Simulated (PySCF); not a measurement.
FOS, SMILES F[S]=O (connectivity only; charge and spin as stated), charge -1, multiplicity 1.

The structure is a stationary point at PBE-D3(BJ)/def2-TZVPD. The spin state was assumed, not searched. The isomer is the one that the SMILES or the coordinates give; other isomers of the formula were not compared.

Computed with PBE-D3(BJ)/def2-TZVPD in PySCF.

Frequencies are harmonic and unscaled.

| mode | ν (cm⁻¹) | IR (km/mol) | moving atoms (share of kinetic energy) |
|---|---|---|---|
| 1 | 292 | 3.4 | O 44 %, F 41 %, S 14 % |
| 2 | 506 | 145.2 | F 53 %, S 45 % |
| 3 | 987 | 191.8 | O 66 %, S 34 % |
